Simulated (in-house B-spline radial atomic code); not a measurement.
Configurations of Tm8+, with energies counted from [Kr] 4d10 4f11 5s2 5p2. Method: Dirac-Hartree-Fock, average of configuration, Fermi nucleus of rms radius 5.2256 fm. Calculated with a radial B-spline atomic code at the basis-set limit. Energies include first-order Breit, QED and recoil terms.

Occupations are held fixed; configurations that lie above the ionisation limit could autoionise.

```json
{"configuration": "[Kr] 4d10 4f11 5s2 5p1 5d1", "E - E(ref) (eV)": "42.96", "highest orbital": "5d5/2", "its <r> (bohr)": "1.557"}
{"configuration": "[Kr] 4d10 4f11 5s2 5p1 7d1", "E - E(ref) (eV)": "107.42", "highest orbital": "7d5/2", "its <r> (bohr)": "4.575"}
{"configuration": "[Kr] 4d10 4f11 5s2 5p1 6g1", "E - E(ref) (eV)": "114.32", "highest orbital": "6g7/2", "its <r> (bohr)": "4.752"}
{"configuration": "[Kr] 4d10 4f11 5s2 5p1 8d1", "E - E(ref) (eV)": "118.49", "highest orbital": "8d5/2", "its <r> (bohr)": "6.555"}
{"configuration": "[Kr] 4d10 4f11 5s2 5p1 7g1", "E - E(ref) (eV)": "122.56", "highest orbital": "7g7/2", "its <r> (bohr)": "6.884"}
{"configuration": "[Kr] 4d9 4f11 5s2 5p2 7s1", "E - E(ref) (eV)": "272.27", "highest orbital": "7s1/2", "its <r> (bohr)": "3.582"}
{"configuration": "[Kr] 4d9 4f11 5s2 5p2 8g1", "E - E(ref) (eV)": "306.69", "highest orbital": "8g7/2", "its <r> (bohr)": "9.32"}
```

Q: Order these further configurations by energy, lowest first.
A. [Kr] 4d10 4f11 5s2 5p1 6s1
B. [Kr] 4d9 4f11 5s2 5p3
C. [Kr] 4d9 4f11 5s2 5p2 6g1
D. [Kr] 4d10 4f10 5s2 5p2 9g1
E. [Kr] 4d10 4f10 5s2 5p2 9s1

A: A (60.195 eV), E (115.48 eV), D (126.74 eV), B (175.76 eV), C (293.05 eV).

Q: How far above the reference does [Kr] 4d10 4f11 5s2 5p1 7s1 lie?

A: 93.853 eV; its least bound orbital is 7s1/2 with <r> = 3.607 bohr.

Q: How far above the reference does [Kr] 4d10 4f10 5s2 5p2 5g1 lie?

A: 95.877 eV; its least bound orbital is 5g7/2 with <r> = 2.952 bohr.

Q: How far above the reference does [Kr] 4d10 4f11 5s2 5p1 9g1 lie?

A: 131.61 eV; its least bound orbital is 9g7/2 with <r> = 12.16 bohr.
